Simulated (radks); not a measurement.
Charge is removed step by step from the 3s down level of Sr3+, starting from [Ne] 3s(up 1, down 1) 3p6 3d10 4s2 4p5. Method: scalar-relativistic Kohn-Sham, LDA (Slater exchange, Perdew-Wang correlation), spin-polarised, spherical densities, point nucleus; open shells are filled with parallel spins first (spin-orbit coupling, left out, can overturn this in heavy ions); computed with a radial shooting solver on a logarithmic mesh with Libxc functionals.

removed (e)  E - E(0) (eV)  eigenvalue (eV)  E minus straight line (eV)
0                    0.000          -362.99                       0.000
0.25                91.714          -370.99                      -3.042
0.5                 185.44          -379.08                      -4.071
0.75                281.20          -387.28                      -3.065
1                   379.02          -395.55                       0.000

Removing the whole electron costs 379.02 eV by Delta-SCF, against 362.99 eV from minus the eigenvalue at the starting occupation. Slater's transition state (half an electron removed) gives 379.08 eV. Integrating minus the eigenvalue over the occupation (Janak's theorem) gives 379.15 eV. In this scalar-relativistic scheme the density is built from large components alone, so the theorem holds only approximately. The mean slope of the eigenvalue, de/dn, is 32.6 eV per electron.
